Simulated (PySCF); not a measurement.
**`[H]/N=C\C=C1\CNCC[SiH2]C1`: 4 charge schemes on one density**

C₇H₁₄N₂Si.
Cartesian coordinates in Å at the GFN2-xTB level; atoms count from 1:
```xyz
24
C7H14N2Si angstrom
N      3.444    0.783   -1.893
C      2.541    0.799   -1.006
C      1.790   -0.329   -0.506
C      0.842   -0.298    0.446
C      0.055   -1.555    0.740
N     -0.953   -1.864   -0.260
C     -2.097   -0.985   -0.332
C     -1.851    0.409   -0.945
Si    -1.102    1.696    0.239
C      0.397    0.922    1.162
H      3.644   -0.147   -2.265
H      2.308    1.778   -0.598
H      2.029   -1.284   -0.967
H      0.731   -2.415    0.781
H     -0.456   -1.474    1.703
H     -0.521   -1.947   -1.175
H     -2.841   -1.510   -0.942
H     -2.508   -0.888    0.677
H     -1.211    0.288   -1.824
H     -2.803    0.791   -1.316
H     -0.638    2.853   -0.531
H     -2.104    2.086    1.239
H      1.197    1.654    1.239
H      0.097    0.657    2.175
```

Density: PBE0/pcSseg-1 (PySCF); schemes: Mulliken, IAO, Hirshfeld and ESP-fitted. The structure is a single GFN2-xTB conformer in the gas phase; no vibrational or solvent corrections.

**Question.** Atoms with like bonding are taken together and averaged. For which atoms does the sign change between the 4 schemes (beyond +0.03 e in one, beyond −0.03 e in another)?

**Answer.** C4, C5 and C7.

**Question.** Do the Mulliken, IAO, Hirshfeld and ESP-fitted schemes agree on where the charge is lowest?

**Answer.** The schemes don't all agree: Mulliken C8 (-0.540); IAO C8 (-0.564); Hirshfeld N1 (-0.247); ESP-fitted N1 (-0.810).

**Question.** Give the atomic charges in each scheme.

**Answer.** In e; atoms taken as equivalent share a row and are averaged (×n: the atom named and its like, n in all):

```
   atom                      environment  Mulliken     IAO  Hirshfeld  ESP-fitted
     N1                   imine nitrogen    -0.359  -0.445     -0.247      -0.810
     C2                     imine carbon    +0.092  +0.033     +0.031      +0.480
     C3                 alkene CH carbon    -0.086  -0.234     -0.080      -0.347
     C4  fully substituted alkene carbon    -0.354  +0.034     +0.024      -0.083
     C5     sp3 carbon bound to nitrogen    +0.073  -0.159     -0.026      -0.041
     N6         secondary amine nitrogen    -0.483  -0.399     -0.164      -0.767
     C7     sp3 carbon bound to nitrogen    -0.039  -0.143     -0.025      +0.111
     C8      sp3 carbon bound to silicon    -0.540  -0.564     -0.168      -0.365
    Si9                     SiH2 silicon    +0.665  +0.755     +0.347      +0.476
    C10      sp3 carbon bound to silicon    -0.415  -0.544     -0.157      -0.289
    H11                     N–H hydrogen    +0.150  +0.233     +0.100      +0.376
    H12         hydrogen on a C=N carbon    +0.095  +0.135     +0.043      +0.053
    H13                 vinylic hydrogen    +0.080  +0.131     +0.038      +0.151
H14/H15               methylene hydrogen    +0.121  +0.144     +0.045      +0.140
    H16                     N–H hydrogen    +0.172  +0.236     +0.105      +0.412
H17/H18               methylene hydrogen    +0.121  +0.137     +0.040      +0.080
H19/H20               methylene hydrogen    +0.143  +0.148     +0.038      +0.111
H21/H22                    Si–H hydrogen    -0.070  -0.122     -0.079      -0.121
H23/H24               methylene hydrogen    +0.160  +0.158     +0.045      +0.113
```

Mean size of the charges over all atoms: ESP-fitted 0.245 e, IAO 0.228 e, Mulliken 0.201 e, Hirshfeld 0.085 e. Each set sums to the total charge, 0, to within 0.001 e. The ESP scheme is a least-squares fit of atom-centred charges to the potential on four shells outside the van der Waals surface, with the total charge fixed. The Mulliken scheme gives each basis function's population to the atom it is centred on and halves the overlap population of two atoms between them.

Some averages cover members that differ in this geometry: H14/H15, ESP-fitted +0.121 to +0.158; H19/H20, ESP-fitted +0.094 to +0.127; H14/H15, Mulliken +0.108 to +0.134; H17/H18, ESP-fitted +0.067 to +0.092 e.

**Question.** How closely do the schemes follow one another over all atoms?

**Answer.** Correlation coefficient and root-mean-square difference: IAO with Hirshfeld 0.97, 0.179 e; Mulliken with IAO 0.92, 0.112 e; Mulliken with Hirshfeld 0.90, 0.166 e; Hirshfeld with ESP-fitted 0.87, 0.232 e; IAO with ESP-fitted 0.82, 0.186 e; Mulliken with ESP-fitted 0.82, 0.186 e.

**Question.** How many electrons does the ESP-fitted scheme count on C2?

**Answer.** Z − q = 6 − (+0.480) = 5.520.

**Question.** Sum the charges by element, for elements with more than one atom.

**Answer.** 
| element | atoms | Mulliken | IAO | Hirshfeld | ESP-fitted |
| --- | --- | --- | --- | --- | --- |
| N | 2 | -0.842 | -0.843 | -0.410 | -1.577 |
| C | 7 | -1.271 | -1.578 | -0.401 | -0.534 |
| H | 14 | +1.448 | +1.666 | +0.464 | +1.635 |

These values come from a run that also computed NMR shieldings. On one thread of an Arm Neoverse N1, no GPU, on a shared host, this took 2.2 min wall (with the writing of density and orbital grids) and 1.1 GiB of memory at its peak.
